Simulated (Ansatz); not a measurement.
Reaction (formal exchange of groups at a C–Si bond): `ClC[SiH2][SnH3]` + `CC(F)F` → `CC(F)(F)CCl` + `[SiH3][SnH3]`

Program: Ansatz. Geometries: PBE0-D4/def2-TZVP. ΔE: electronic, gas phase. CBS: MP2 limit from def2 TZ/QZ plus the TZ coupled-cluster correction, frozen cores. DFT in def2-TZVPP. B3LYP here is the variant with VWN-RPA as its local correlation; programs differ in this. Elements past krypton have def2 core potentials. For Sn outer-core shells are correlated without core-valence functions, which leaves a few kJ/mol of doubt a bond. One conformer a species, not always the lowest.

| level | ΔE (kcal/mol) | difference from CCSD(T)/CBS |
| --- | --- | --- |
| r2SCAN-D4 | 2.3 | -0.9 |
| B3LYP-D4 | 3.8 | 0.6 |
| ωB97M-V | 2.6 | -0.6 |
| PBE | 3.4 | 0.2 |
| B3LYP | 3.3 | 0.1 |
| MP2/def2-TZVPP | 3.3 | 0.1 |
| SCS-MP2/def2-TZVPP | 3.1 | -0.1 |
| CCSD(T)/def2-TZVPP | 2.5 | -0.7 |
| MP2/def2-QZVPP | 3.8 | 0.6 |
| HF/CBS(def2) | 2.4 | -0.8 |
| CCSD(T)/CBS | 3.2 | 0 |

Largest T1 diagnostic among the species: 0.013.
